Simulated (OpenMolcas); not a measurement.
Computed levels of 4d⁴ in ions with 40 electrons, in cm-1 above ⁵D₀.

* Program: OpenMolcas 26.06
* Method: CASSCF
* Basis: ANO-R3
* Scalar Hamiltonian: X2C, finite nucleus
* Spin-orbit coupling: state interaction with AMFI integrals over the reference wave functions, term energies averaged over their components

Active space for each ion: 4 electrons in 5 orbitals (4d).

| Level | Nb+ | Mo2+ | Tc3+ | Ru4+ | Pd6+ | Ag7+ |
| --- | --- | --- | --- | --- | --- | --- |
| ⁵D₁ | 138 | 215 | 318 | 446 | 815 | 1095 |
| ⁵D₂ | 398 | 612 | 888 | 1224 | 2134 | 2783 |
| ⁵D₃ | 759 | 1151 | 1642 | 2225 | 3737 | 4763 |
| ⁵D₄ | 1201 | 1799 | 2531 | 3381 | 5509 | 6897 |
| ³H₄ | 12960 | 15808 | 18169 | 20366 | 24462 | 26367 |
| ³H₅ | 13262 | 16289 | 18895 | 21397 | 26336 | 28838 |
| ³P₀(1) | 13465 | 16226 | 18368 | 20296 | 23745 | 25259 |
| ³H₆ | 13570 | 16759 | 19564 | 22291 | 27767 | 30594 |
| ³P₁(1) | 14257 | 17441 | 20116 | 22658 | 27620 | 30099 |

Problem. Estimate ⁵D₄, ³H₄, ³H₅ for Rh5+ from its neighbours Ru4+ and Pd6+.

Solution. ⁵D₄ is fine structure, which grows about as the fourth power of a screened charge, so the fourth roots are averaged: ((3381^0.25 + 5509^0.25) / 2)^4 = 4348. The calculation gives 4382, so the estimate is off by -0.8 %.
³H₄ is another term, which grows about linearly with the charge: (20366 + 24462) / 2 = 22414. The calculation gives 22436, so the estimate is off by -0.1 %.
³H₅ is another term, which grows about linearly with the charge: (21397 + 26336) / 2 = 23866. The calculation gives 23854, so the estimate is off by +0.1 %.

Without dynamic correlation excited terms often stand tens of per cent too high (terms of higher spin than the ground term too low), and those without a measured partner can miss by more than the paired ones. Some high roots are left out of the spin-orbit mixing, which shifts the levels that they would mix with (holds for Nb+). Configurations with an s electron lie low at this charge and mix in, so terms can be misplaced (holds for Nb+). Levels of configurations with an s electron are missing; early in the row they begin among the upper levels of the d shell and mix with terms of their name (holds for Mo2+). Levels of configurations outside the active space are missing.

A number in round brackets counts repeated terms of one configuration in the order of the reference energies.
